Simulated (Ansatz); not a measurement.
Saddle point of AlSiH₇O₂, singlet (AlH₃O ([OH][AlH2]) + SiH₄O ([OH][SiH3]) → AlSiH₅O ([AlH2][O][SiH3]) + H₂O (still joined by a long Al–O bond); bonds formed: O2–H5; dative contacts that become bonds: Al1–O6; bonds broken: H5–O6; bonds weakened to dative contacts: Al1–O2), PBE0-D4/def2-TZVP structure:

```
11
angstrom
Al -1.4478 -0.3156 0.5629
O -0.2291 -1.2216 1.6087
H -2.1091 -1.1969 -0.5737
H -2.2433 0.7838 1.3847
H 0.4566 -0.4255 0.8606
O 0.2417 0.3130 -0.0040
Si 1.1772 0.6990 -1.3142
H -0.1895 -1.0924 2.5571
H 0.3515 1.5130 -2.2371
H 2.3509 1.4783 -0.8498
H 1.6410 -0.5353 -1.9953
```

Energies are electronic, without zero-point energy. Barriers and step energies count from the start structure reached by relaxing down the imaginary mode; all methods use the PBE0-D4 structures, on which another method's saddle can fall below an end. Ansatz 0.2.0; basis: def2-TZVPP, with def2-QZVPP for the basis limit; cores frozen in the correlated methods. B3LYP uses VWN-RPA correlation. Extrapolation: Hartree–Fock as exp(−7.88 √X), correlation as X^−2.97.

```csv
method,barrier (kcal/mol),step energy (kcal/mol)
SPW92,-0.97,-5.80
PBE-D4,2.36,-6.47
BLYP-D4,3.93,-6.46
r2SCAN-D4,3.46,-7.39
B97M-V,6.53,-8.56
PBE0-D4,3.90,-7.23
B3LYP-D4,4.94,-7.06
r2SCAN0-D4,?,-7.74
BHLYP-D4,?,-7.76
CAM-B3LYP-D4,4.85,-7.17
wB97X-V,?,-7.14
wB97M-V,5.75,-7.11
B2PLYP,5.09,-7.54
PBE-QIDH,4.78,-7.76
RPA on PBE,5.35,-7.39
HF,11.56,-9.47
MP2,4.69,-7.46
CCSD,6.77,-7.69
CCSD(T),5.70,-7.46
```

(1) Fill in the withheld barriers. (An estimate is asked for; the value comes from the calculation.)

The T1 diagnostic stays at or below 0.012.

Answers

(1) By the calculation: wB97X-V 5.53; r2SCAN0-D4 4.59; BHLYP-D4 6.97 kcal/mol. Each is the energy of the saddle less that of the start structure, by the same method.

For comparison, the barrier by CCSD(T) at an estimated basis limit (MP2 extrapolated from triple and quadruple zeta, plus CCSD(T) − MP2 in triple zeta) is 6.07 kcal/mol.

Labels in which every atom is bracketed show which atoms are joined, not bond orders.

For scale, one of the runs: CCSD(T)/def2-TZVPP, 244 basis functions, launched by `ansatz run in.yaml --threads 4 --pin off --events-out ev --progress --plain --max-ram 9574MiB`. The run took 100 s on 4 CPU threads of an Arm Neoverse V1 (shared host), with 4.6 GiB of host memory at its peak.
